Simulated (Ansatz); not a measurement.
(HBe-mu-Br)2 (Be2H2Br2). Charge 0, multiplicity 1. Geometry relaxed at B3LYP-D4/def2-TZVP.

```xyz
6

Be    0.672    1.180   -0.250
H     1.330    2.306   -0.494
Br    0.588   -0.001    1.578
Be   -0.674   -1.178    0.250
H    -1.310   -2.319    0.486
Br   -0.605    0.012   -1.571
```

Task: Estimate the harmonic wavenumbers at RKS B3LYP-D4/def2-TZVP (Ansatz, unscaled). Is this a minimum?

Result: 82, 169, 373, 427, 456, 470, 504, 511, 571, 709, 2131, 2138 cm⁻¹. Yes, no mode is imaginary beyond noise. Zero-point energy 51.1 kJ/mol. It took 100 s on 4 threads of Intel Xeon on a shared host.
